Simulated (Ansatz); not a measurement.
Computed with Ansatz on PBE0-D4/def2-TZVP structures; ΔE is electronic, products minus reactants. CBS: MP2 limit from def2 TZ/QZ plus the TZ coupled-cluster correction, frozen cores. Functionals use def2-TZVPP. For Ga outer-core shells are correlated without core-valence functions, which leaves a few kJ/mol of doubt a bond. Scalar relativity is left out up to krypton. Each species was taken in one conformer, which may not be the lowest.

`O=CC([SiH3])[SiH3]` + `N[SiH2][GaH2]` → `[SiH3]N[SiH2][GaH2]` + `O=CC[SiH3]`  (ligand exchange at the Si–C bond)

`O=CC([SiH3])[SiH3]`:

Z-matrix (Å, degrees):
```
C
C 1 1.487
Si 1 1.895 2 109.1
Si 1 1.893 2 111.4 3 -121.7
H 1 1.096 2 110.1 3 115.0
O 2 1.205 1 124.0 3 88.9
H 2 1.111 1 115.7 3 -90.2
H 3 1.487 1 110.0 2 60.1
H 3 1.482 1 109.6 2 -60.5
H 3 1.485 1 108.3 2 179.4
H 4 1.487 1 107.4 2 -164.0
H 4 1.483 1 111.1 2 77.4
H 4 1.483 1 110.0 2 -44.9
```

`N[SiH2][GaH2]`:

Cartesian coordinates in Å:
```
N -0.993 0.722 1.124
Si 0.170 0.754 -0.154
Ga 0.805 -1.505 -0.706
H -1.706 0.012 1.123
H -1.346 1.583 1.512
H 1.339 1.552 0.315
H -0.285 1.437 -1.412
H -0.087 -2.730 -0.267
H 2.104 -1.824 -1.535
```

`[SiH3]N[SiH2][GaH2]`:

Cartesian coordinates in Å:
```
Si -1.381 0.440 -0.757
N -0.471 -1.003 -0.743
Si 0.985 -1.178 0.216
Ga 1.129 1.041 1.169
H -0.586 1.436 0.067
H -1.543 1.052 -2.102
H -2.716 0.355 -0.111
H -0.799 -1.787 -1.291
H 2.122 -1.585 -0.662
H 0.823 -2.293 1.197
H 0.465 1.359 2.559
H 1.972 2.163 0.459
```

`O=CC[SiH3]`:

Cartesian coordinates in Å:
```
O -0.034 0.942 -1.819
C 0.658 1.099 -0.849
C 0.527 0.297 0.408
Si -0.847 -0.995 0.310
H 1.452 1.876 -0.851
H 1.496 -0.172 0.623
H 0.362 0.988 1.244
H -0.572 -1.969 -0.774
H -0.879 -1.722 1.608
H -2.162 -0.343 0.098
```

| level | ΔE (kJ/mol) | difference from CCSD(T)/CBS |
| --- | --- | --- |
| PBE-D4 | -51.8 | 7.8 |
| revPBE-D4 | -49.3 | 10.3 |
| CAM-B3LYP-D4 | -59.6 | 0.0 |
| B2PLYP | -57.0 | 2.6 |
| PBE | -50.6 | 9.0 |
| r2SCANh | -57.2 | 2.4 |
| BHLYP | -59.0 | 0.6 |
| LC-ωPBE | -56.1 | 3.5 |
| RPA@PBE/def2-TZVPP | -58.0 | 1.6 |
| HF/def2-SVP | -54.9 | 4.7 |
| MP2/def2-SVP | -55.6 | 4.0 |
| CCSD/def2-SVP | -57.4 | 2.2 |
| SCS-MP2/def2-TZVPP | -59.0 | 0.6 |
| CCSD/def2-TZVPP | -59.8 | -0.2 |
| CCSD(T)/def2-TZVPP | -59.4 | 0.2 |
| HF/CBS(def2) | -57.4 | 2.2 |
| CCSD(T)/CBS | -59.6 | 0 |

Largest T1 diagnostic among the species: 0.014.

From PBE to PBE0 (25 % exact exchange), in def2-TZVPP and without D4, ΔE moves by −3.2 kJ/mol. Leaving LDA and LC-ωPBE aside and taking each functional with its dispersion term where it has one, the values, not all of them listed here, spread over 12.4 kJ/mol, from BHLYP-D4 to revPBE-D4. LDA lies −11.8 kJ/mol from PBE without D4.

CCSD(T)/CBS has its own doubt, a few kJ/mol and more with outer-core shells, so smaller differences from it don't rank the levels.
